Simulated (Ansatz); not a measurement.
Molecule: chloro(dimethyl)borane, C$_{2}$H$_{6}$BCl, charge 0, multiplicity 1. SMILES: CB(C)Cl
Geometry: optimised at B3LYP-D3(BJ)/def2-TZVP (Ansatz, a program for electronic structure).

Property: atomisation energy (electronic, to ground-state atoms), in eV. Valence correlation only, unless marked. Open shells are spin-unrestricted. No spin-orbit coupling. No relativistic terms. The coupled-cluster limit lacks core correlation, which all-electron functionals hold. CBS marks a two-point X^-3 extrapolation of the correlation energy; Hartree-Fock from the larger set.

| level | program | atomisation energy (eV) |
|---|---|---|
| SVWN5/def2-TZVPD | Ansatz | 44.65 |
| B3LYP-D3(BJ)/def2-TZVPD | Ansatz + dftd3 | 39.70 |

Question: Predict the CCSD(T)/CBS(aug-cc-pV(T+d)Z,aug-cc-pV(Q+d)Z) result (Ansatz).

Answer: 39.54 eV, so B3LYP-D3(BJ)/def2-TZVPD differs from it by 0.16 eV.
